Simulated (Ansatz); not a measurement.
Relaxation of CH7BGaOP (12 atoms, charge 0, multiplicity 1), to a largest force component of 0.015 eV/Å in at most 40 steps.

Theory: RKS PBE0-D4/def2-SVP (Ansatz 0.2.0).

```xyz
12
Properties=species:S:1:pos:R:3
C -1.243 0.558 1.281
Ga 0.158 -0.543 0.225
P 2.379 -0.512 1.129
B -0.260 -1.111 -1.779
O -0.199 0.145 -2.261
H -2.121 -0.043 1.538
H -0.841 0.974 2.211
H -1.593 1.395 0.666
H 1.925 0.168 2.257
H 2.564 0.695 0.444
H -0.445 -2.025 -2.506
H -0.324 0.299 -3.205
```

Problem. Where does it end, and by what steps?

Solution. The forces met the threshold. After 10 steps the energy has fallen by 0.427 eV; H10 moved furthest, 0.85 Å.

| step | energy less start (eV) | largest force component (eV/Å) | accepted |
| --- | --- | --- | --- |
| 0 | 0.0000 | 1.024 | yes |
| 1 | -0.2235 | 0.528 | yes |
| 2 | -0.2786 | 1.069 | yes |
| 3 | -0.3156 | 1.018 | yes |
| 4 | -0.3598 | 0.815 | yes |
| 5 | -0.3863 | 0.502 | yes |
| 6 | -0.4103 | 0.242 | yes |
| 7 | -0.4227 | 0.163 | yes |
| 8 | -0.4258 | 0.055 | yes |
| 9 | -0.4268 | 0.046 | yes |
| 10 | -0.4273 | 0.014 | yes |

```xyz
12
Properties=species:S:1:pos:R:3
C -1.372 0.472 1.450
Ga 0.064 -0.159 0.244
P 2.123 -0.505 1.288
B -0.187 -0.692 -1.772
O -0.101 0.275 -2.714
H -2.233 -0.216 1.423
H -1.038 0.578 2.493
H -1.736 1.453 1.101
H 2.123 0.729 2.007
H 2.945 -0.032 0.221
H -0.386 -1.844 -2.129
H -0.202 -0.059 -3.613
```

Time of the run: 41 s on 2 threads of Intel(R) Xeon(R) Platinum 8488C (Sapphire Rapids) (shared host), peak memory 0.35 GiB.
